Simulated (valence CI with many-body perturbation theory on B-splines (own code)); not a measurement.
Values are calculated unless marked as measured or tabulated.
## Tb XLIII: what the settings do

Method: configuration interaction combined with many-body perturbation theory (CI+MBPT): five valence electrons over a frozen Dirac-Fock core [Ar], a basis of 6 s, 6 p, 5 d, 5 f, 1 g functions for each j, with the one-electron correlation potential Σ1 (screened to all orders), the two-electron term Σ2, the three-electron term Σ3, Breit, model QED; selected single and double excitations, second order for the rest, scaled by the run's own slope (own B-spline code, finite nucleus).

The last digits are not significant, and no measured levels were compared; by estimate large intervals hold to a few tenths of a per cent, small ones and those within an open d or f shell to about a per cent. Among the levels kept, up to 410 cm⁻¹ of a level comes from second order outside the variational space, and about a tenth of that is noise between levels of different J, which matters for small intervals. Only levels of the ground parity were solved; by the run's estimate the other parity begins above the list, which can be wrong where configurations are misplaced.

The reference run has the lowest level (3d3/2^4 3d5/2) J=5/2 and an ionisation energy of 3300.76 eV. Its largest variational space holds 9998 state functions.

Levels are named by their leading jj configuration (3d3/2^4 stands for four electrons in 3d with j = 3/2), which in mixed levels can hold well under half, so a name can repeat and another be missing. Letters in brackets count levels of one name in rising energy.

Changed runs:
A. scale of Σ2 1 → 1.2; core polarisation of operators on → off
B. shift of the energy in Σ1 (hartree) 0 → -36.817
C. factor on the speed of light 1 → 10; QED terms on → off
D. scale of Σ1 1 → 0 (bad on purpose)

Excitation energies of the reference run in cm⁻¹, and shifts in cm⁻¹:

| Level | Reference | A | B | D |
| --- | --- | --- | --- | --- |
| (3d3/2^3 3d5/2^2) J=5/2 [a] | 223690 | +836 | +144647 | -1350 |
| (3d3/2^3 3d5/2^2) J=7/2 [a] | 307328 | +454 | +142171 | -1387 |
| (3d3/2^3 3d5/2^2) J=3/2 [a] | 317022 | +73 | +143055 | -1412 |
| (3d3/2^3 3d5/2^2) J=11/2 | 318387 | +1062 | +143026 | -1392 |
| (3d3/2^3 3d5/2^2) J=9/2 | 350969 | +517 | +145865 | -1462 |
| (3d3/2^3 3d5/2^2) J=5/2 [b] | 370625 | -89 | +149737 | -1538 |
| (3d3/2^3 3d5/2^2) J=1/2 | 385963 | -278 | +156288 | -1614 |
| (3d3/2^3 3d5/2^2) J=7/2 [b] | 406861 | -193 | +144533 | -1488 |
| (3d3/2^3 3d5/2^2) J=3/2 [b] | 500876 | -438 | +161959 | -1781 |
| (3d3/2^2 3d5/2^3) J=5/2 [a] | 527367 | +984 | +282460 | -2698 |
| (3d3/2^2 3d5/2^3) J=7/2 [a] | 579875 | +858 | +289619 | -2833 |
| (3d3/2^2 3d5/2^3) J=11/2 | 585915 | +1694 | +289562 | -2824 |
| Ionisation energy (eV) | 3300.76 | +2.10 | -1.43 | -2.30 |

Run C ends with another lowest level, (3d3/2^2 3d5/2^3) J=5/2, and an ionisation energy of 3331.39 eV.
